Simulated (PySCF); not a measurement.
Identify the compound

Molecular formula: C₅H₁₂Si. Simulated spectra:

$^{1}$H NMR (400 MHz, computed): δ 6.59 (m, 1H), 6.31 (m, 1H), 6.02 (m, 1H), 0.06 (s, 9H).

$^{13}$C{$^{1}$H} NMR (computed): δ 150.1 (CH), 139.6 (CH2), -1.5 (CH3, 3C).

No solvent, equivalent nuclei averaged, no relativistic terms, one computed conformer. Geometry from PBE0-D3(BJ)/def2-TZVP; shielding tensors at B97-2/pcSseg-2 (GIAO); PySCF 2.14.0 with density-fitted response routines.

Chemical shifts δ = σref − σ; $^{1}$H (σref 31.64), $^{13}$C (σref 185.38) against TMS, all at this level.

Question: Propose a structure and justify it.

Answer: 
Rings plus π bonds: 1 (no ring in the answer). 3 carbon signals for 5 carbons: some carbons are equivalent by symmetry or fast rotation. Carbon types of the structure: 1 × CH, 1 × CH2, 3 × CH3, which accounts for all hydrogens. δC 150.1: alkene CH; the olefinic region. δC 139.6: terminal =CH2 carbon; the olefinic region. δC -1.5: methyl carbon bonded to Si; an electropositive neighbour leaves it electron-rich and shielded. δH 6.59: hydrogen on an alkene CH; attached to an sp2 carbon and in the plane of the double bond. δH 6.31, 6.02: hydrogen on a terminal =CH2 carbon; olefinic region. δH 0.06: hydrogen on a methyl carbon bonded to Si; an electropositive neighbour shields it, as in TMS itself.

Structure: SMILES C=C[Si](C)(C)C.

This is the structure that produced the data.

Shifts are as computed. Against solution values, carbons near 30 ppm lie about +3 ppm off and those near 130 ppm about +7 ppm. Of 1211 compounds with measured shifts, 218 miss one by over three times the rms of a fit or turn the order of signals round; such compounds aren't used in these exercises. Multiplicities follow the n + 1 count of equivalent neighbours, as no J values were calculated; m marks all less simple cases, F and P coupling included.
